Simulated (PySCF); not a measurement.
H7NO2Si2, SMILES N[SiH2]O[SiH2]O.

Coordinates come from a r2SCAN-D4/def2-SVP optimisation. This is a generated structure with no PubChem entry under its InChIKey; it may be hypothetical. The values are those of a single conformer.

These are PySCF 2.14.0 with TDA-PBE/def2-SVPD values and carry that method's errors.

Vertical excitations. Gas-phase values at a fixed geometry.

Problem. Give excitation energies, oscillator strengths and character. (An estimate is asked for; the answer gives what the named calculation found.)

Solution. 
```tsv
state	energy (eV)	λ (nm)	f	main pairs
S1	5.73	216	0.010	HOMO→LUMO 97 %
S2	6.29	197	0.054	HOMO→LUMO+1 95 %
S3	6.48	191	0.001	HOMO−1→LUMO 99 %
S4	6.59	188	0.028	HOMO→LUMO+2 94 %
S5	6.95	178	0.011	HOMO−2→LUMO 79 %, HOMO−1→LUMO+1 13 %
S6	6.98	178	0.001	HOMO→LUMO+3 76 %, HOMO−1→LUMO+1 12 %
S7	7.00	177	0.018	HOMO−1→LUMO+1 73 %, HOMO→LUMO+3 17 %
S8	7.19	172	0.019	HOMO→LUMO+4 90 %
S9	7.24	171	0.006	HOMO−1→LUMO+2 94 %
S10	7.30	170	0.038	HOMO−3→LUMO 86 %
T1	5.59	222	0	HOMO→LUMO 97 %
T2	6.05	205	0	HOMO→LUMO+1 96 %
T3	6.22	199	0	HOMO→LUMO+2 98 %
T4	6.36	195	0	HOMO−1→LUMO 99 %
```
Triplets are in the Tamm–Dancoff approximation.
